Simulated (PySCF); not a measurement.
# Electron correlation in Sb⁺ (antimony, charge +1)

[Kr] 4d10 5s2 5p2, high-spin 3P determinant. Calculation: PySCF 2.14, in def2-SVP with the def2 core potential (28 electrons) (4s4p2d, 26 functions); a scalar-relativistic core potential. Frozen: 4s2 4p6 4d10; 4 electrons correlated.

MP2 pair energies summed by pair of shells (mhartree):

| pair | energy | share (%) |
| --- | --- | --- |
| 5s-5p | -21.38 | 60.3 |
| 5s-5s | -10.56 | 29.8 |
| 5p-5p | -3.52 | 9.9 |

Total MP2 correlation energy: -35.47 mhartree.

Same-spin part -5.90 and opposite-spin part -29.57 mhartree; SCS-MP2 scales them by 1/3 and 6/5 to -37.45 mhartree.

```tsv
level	correlation energy (mhartree)
CCSD	-49.68
(T)	-0.52
CCSD(T)	-50.20
```

Diagnostics: T1 = 0.0068, D1 = 0.0188, largest double amplitude 0.095.

Cost of the coupled-cluster step: 0.12 s of wall time on 1 thread of Neoverse-V1 (shared host), for 4 correlated electrons.

Iterations:

```
CC2 = 0
CCSD nocc = (np.int64(3), np.int64(1)), nmo = (17, 17)
frozen orbitals [[0, 1, 2, 3, 4, 5, 6, 7, 8], [0, 1, 2, 3, 4, 5, 6, 7, 8]]
max_cycle = 100
direct = 0
conv_tol = 1e-08
conv_tol_normt = 1e-06
diis_space = 8
diis_start_cycle = 0
Init t2, MP2 energy = -0.0354659522603343
Init E_corr(UCCSD) = -0.0354659522607288
cycle = 1  E_corr(UCCSD) = -0.0452912425180403  dE = -0.00982529026  norm(t1,t2) = 0.0462771
cycle = 2  E_corr(UCCSD) = -0.0481433019816051  dE = -0.00285205946  norm(t1,t2) = 0.0167174
cycle = 3  E_corr(UCCSD) = -0.0496788542759086  dE = -0.00153555229  norm(t1,t2) = 0.00711776
cycle = 4  E_corr(UCCSD) = -0.0496688780106094  dE = 9.9762653e-06  norm(t1,t2) = 0.00117827
cycle = 5  E_corr(UCCSD) = -0.0496782023833279  dE = -9.32437272e-06  norm(t1,t2) = 0.000153764
cycle = 6  E_corr(UCCSD) = -0.0496752530916316  dE = 2.9492917e-06  norm(t1,t2) = 1.98365e-05
cycle = 7  E_corr(UCCSD) = -0.0496762711847167  dE = -1.01809309e-06  norm(t1,t2) = 3.6381e-06
cycle = 8  E_corr(UCCSD) = -0.0496760251796572  dE = 2.4600506e-07  norm(t1,t2) = 8.69775e-07
cycle = 9  E_corr(UCCSD) = -0.049676066025061  dE = -4.08454038e-08  norm(t1,t2) = 1.55903e-07
cycle = 10  E_corr(UCCSD) = -0.0496760595172552  dE = 6.50780576e-09  norm(t1,t2) = 3.1077e-08
UCCSD converged
E(UCCSD) = -239.0071615730551  E_corr = -0.04967605951725521
UCCSD(T) correction = -0.000517313123416981
```
